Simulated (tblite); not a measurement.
Isomers of CH6NSi4 (doublet state). Method: GFN2-xTB as coded in tblite; computed harmonic values from a numerical Hessian at the method's own geometry, unscaled. Against measured fundamentals such values can be off by several per cent, at times by over 20. Modes of hydrogen on silicon can be 10 to 20 % off. One conformer each. Open shells enter through the occupations alone, without spin polarisation, and single modes of such species can be off by tens of per cent.

Electronic energies: GFN2-xTB at the same geometries; isomer energies are rough at this level and their order can be wrong.

```
                       SMILES  electronic energy, lowest = 0 (kcal/mol)
N#C[Si@@H]1[SiH][SiH2][SiH2]1                                       3.3
  N#C[Si]1[SiH2][SiH2][SiH2]1                                       0.0
  N#C[SiH]1[SiH2][SiH][SiH2]1                                       3.7
```

Q: How do GFN2-xTB zero-point energies change the relative energies?

A: 
```
                       SMILES  ZPE (kcal/mol)  of it from modes above 1550 cm⁻¹  electronic (kcal/mol)  with ZPE, lowest = 0 (kcal/mol)  lowest mode (cm⁻¹)  rings
  N#C[Si]1[SiH2][SiH2][SiH2]1            35.6                              21.9                    0.0                              0.0                  30      1
N#C[Si@@H]1[SiH][SiH2][SiH2]1            35.1                              21.8                    3.3                              2.8                  46      1
  N#C[SiH]1[SiH2][SiH][SiH2]1            35.1                              21.7                    3.7                              3.2                  49      1
```

The zero-point energies span 0.5 kcal/mol, from `N#C[SiH]1[SiH2][SiH][SiH2]1` to `N#C[Si]1[SiH2][SiH2][SiH2]1`. The order is unchanged.

Q: What do entropy and thermal enthalpy add at 298.15 K and 1 bar (rigid rotor, harmonic oscillator, one conformer each)?

A: 
```
                       SMILES  point group  symmetry number  S (cal/(mol K))  H − H(0) (kcal/mol)  ZPE + H − H(0) − TS (kcal/mol)
  N#C[Si]1[SiH2][SiH2][SiH2]1           Cs                1            104.0                 7.48                            12.1
N#C[Si@@H]1[SiH][SiH2][SiH2]1           C1                1            102.9                 7.51                            12.0
  N#C[SiH]1[SiH2][SiH][SiH2]1           Cs                1            102.7                 7.49                            12.0
```

S holds R ln(2S + 1) for the spin.
